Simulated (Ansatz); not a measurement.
Cost and result for the atomization energy of `C[C]1(F)C[O][GaH]1` (12 atoms, 12 bonds).

Z-matrix (Å, degrees):
```
C
O 1 1.425
C 1 1.542 2 106.0
Ga 1 2.400 2 49.2 3 2.9
H 1 1.096 2 111.1 3 118.9
H 1 1.097 2 110.0 3 -120.9
F 3 1.396 1 111.1 2 116.0
C 3 1.502 1 115.9 2 -120.0
H 4 1.553 1 163.8 2 7.8
H 8 1.096 3 110.2 1 -65.2
H 8 1.091 3 111.3 1 174.7
H 8 1.093 3 110.6 1 54.2
```

The species carries charge 0 and has multiplicity 1. Correlated methods include outer-core shells of Ga, which these sets cover unevenly. Scalar relativity is left out up to krypton. Geometry: relaxed with PBE0-D4/def2-TZVP. Program: Ansatz. All runs use 2 threads of an AMD EPYC 7R13 on a shared host and a share of an NVIDIA H100 80 GB. Times are those of one run each, without the atoms' runs, and a repeat can differ threefold. Electronic energies, without spin–orbit coupling; frozen cores. CCSD(T)/CBS adds CCSD(T) − MP2 in def2-TZVPP to the MP2 limit, and its time is that of the two runs behind it. T1 = 0.015. With those shells the extrapolation isn't a true limit.

CCSD(T)/CBS is a level of theory with its own doubt, some kJ/mol a heavy atom from the limit and from the frozen cores, so smaller differences don't rank the functionals.

```json
{"level": "LDA (SPW92)/def2-TZVPP", "functions": "287", "wall time": "2.9 s", "atomization (kcal/mol)": "1255.2", "difference from CCSD(T)/CBS": "180.0", "per bond": "15.0"}
{"level": "BHLYP-D4/def2-TZVPP", "functions": "287", "wall time": "6 s", "atomization (kcal/mol)": "1029.9", "difference from CCSD(T)/CBS": "-45.3", "per bond": "-3.8"}
{"level": "CCSD(T)/def2-SVP", "functions": "132", "wall time": "6 s", "atomization (kcal/mol)": "1021.6", "difference from CCSD(T)/CBS": "-53.6", "per bond": "-4.5"}
{"level": "PBE-D4/def2-TZVPP (with forces)", "functions": "287", "wall time": "6.5 s", "atomization (kcal/mol)": "1104.5", "difference from CCSD(T)/CBS": "29.3", "per bond": "2.4"}
{"level": "B2PLYP/def2-TZVPP", "functions": "287", "wall time": "6.5 s", "atomization (kcal/mol)": "1060.5", "difference from CCSD(T)/CBS": "-14.7", "per bond": "-1.2"}
{"level": "PBE-QIDH/def2-TZVPP", "functions": "287", "wall time": "6.5 s", "atomization (kcal/mol)": "1071.0", "difference from CCSD(T)/CBS": "-4.2", "per bond": "-0.4"}
{"level": "CAM-B3LYP-D4/def2-TZVPP", "functions": "287", "wall time": "7 s", "atomization (kcal/mol)": "1076.9", "difference from CCSD(T)/CBS": "1.7", "per bond": "0.1"}
{"level": "ωB97M-V/def2-TZVPP (with forces)", "functions": "287", "wall time": "7.5 s", "atomization (kcal/mol)": "1074.7", "difference from CCSD(T)/CBS": "-0.5", "per bond": "0.0"}
{"level": "PBE0-D4/def2-TZVPP", "functions": "287", "wall time": "8 s", "atomization (kcal/mol)": "1078.6", "difference from CCSD(T)/CBS": "3.4", "per bond": "0.3"}
{"level": "B97M-V/def2-TZVPP", "functions": "287", "wall time": "9.5 s", "atomization (kcal/mol)": "1075.8", "difference from CCSD(T)/CBS": "0.6", "per bond": "0.0"}
{"level": "MP2/def2-QZVPP", "functions": "554", "wall time": "10 s", "atomization (kcal/mol)": "1089.9", "difference from CCSD(T)/CBS": "14.7", "per bond": "1.2"}
{"level": "CCSD(T)/def2-TZVPP", "functions": "287", "wall time": "16 s", "atomization (kcal/mol)": "1049.6", "difference from CCSD(T)/CBS": "-25.6", "per bond": "-2.1"}
{"level": "CCSD(T)/CBS(def2)", "functions": "–", "wall time": "26 s", "atomization (kcal/mol)": "1075.2", "difference from CCSD(T)/CBS": "0.0", "per bond": "0.0"}
```

From PBE to PBE0 (25 % exact exchange), in def2-TZVPP and without D4, the atomization energy moves by −24.8 kcal/mol: exact exchange takes away binding that semilocal exchange gives to molecules. The D4 term adds +10.3 kcal/mol with B3LYP and +5.4 kcal/mol with PBE0; it sums over pairs of atoms, weighted by their polarisabilities, and B3LYP, whose exchange is more repulsive, gets the larger term. At CCSD(T), def2-SVP lies −53.6 kcal/mol from the extrapolated value and def2-TZVPP −25.6 kcal/mol: correlation converges slowly with the basis, and small sets miss more of it in the bonded molecule than in its fragments.

B3LYP here is the variant with VWN-RPA as its local correlation; programs differ in this.
